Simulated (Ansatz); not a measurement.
Spectroscopic constants of IrN, multiplicity 5 (an upper state: multiplicity 1 came lower at CCSD(T)/def2-TZVPP on PBE0 minima). No spin–orbit coupling. The T1 diagnostic near the minimum is 0.054, so single-reference values are doubtful.

Constants: fifth-degree fit in 1/R to seven points, most abundant isotopes. In def2 and cc sets the state is the lowest found near the PBE0 minimum, followed along R.

Correlated levels freeze the inner cores; with def2 sets outer-core shells near the valence are correlated too.

The values were computed with Ansatz (Gaussian orbitals). Values without a source in brackets are computed. In def2 rows elements past Kr take small-core potentials, without spin–orbit coupling.

Energies at CCSD/def2-TZVPP:

```csv
R (Å),E (hartree)
1.611024,-158.50327252
1.654331,-158.51130331
1.694174,-158.51528880
1.739213,-158.51669597
1.784253,-158.51555437
1.836221,-158.51189211
1.896851,-158.50541039
```

Question: With a reduced mass of 13.0556 u, find the minimum, the force constant and the constants.

Answer: A fifth-degree polynomial in 1/R puts the minimum at r_e = 1.7395 Å with force constant 544 N/m. Then ω_e = (1/2πc)√(k/μ) = 841 cm⁻¹ and B_e = h/(8π²cμr_e²) = 0.4267 cm⁻¹; the cubic and quartic terms give α_e = 0.0033 and ω_e x_e = 5.6 cm⁻¹.

Doubts at one or more of the structures used: T1 above 0.05 (CCSD/def2-TZVPP).

Ansatz is a program for electronic structure.
